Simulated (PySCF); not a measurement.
## Radial density of Co(3+) (cobalt, charge +3)

UHF, [Ar] 3d6, high-spin 5D determinant. Calculation: PySCF 2.14, in x2c-TZVPPall (6s5p4d2f1g, 64 functions); scalar relativity by spin-free X2C-1e.

```tsv
r (bohr)	4πr²ρ (e/bohr)	4πr²(ρα − ρβ)
0.000956	0.2152	0.0000
0.00161	0.5435	0.0000
0.00270	1.359	0.0000
0.00455	3.283	0.0001
0.00765	7.441	0.0002
0.0129	15.15	0.0003
0.0217	25.78	0.0007
0.0364	32.67	0.0019
0.0613	28.45	0.0079
0.103	26.91	0.0478
0.173	36.70	0.3005
0.292	22.68	1.4530
0.490	15.50	3.7629
0.825	15.99	3.9038
1.39	3.809	1.3426
2.33	0.2067	0.0979
3.92	0.002142	0.0009
6.60	1.797e-05	0.0000
```

Densities and radii are taken from the X2C orbitals without a picture-change correction, which distorts them close to the nucleus.
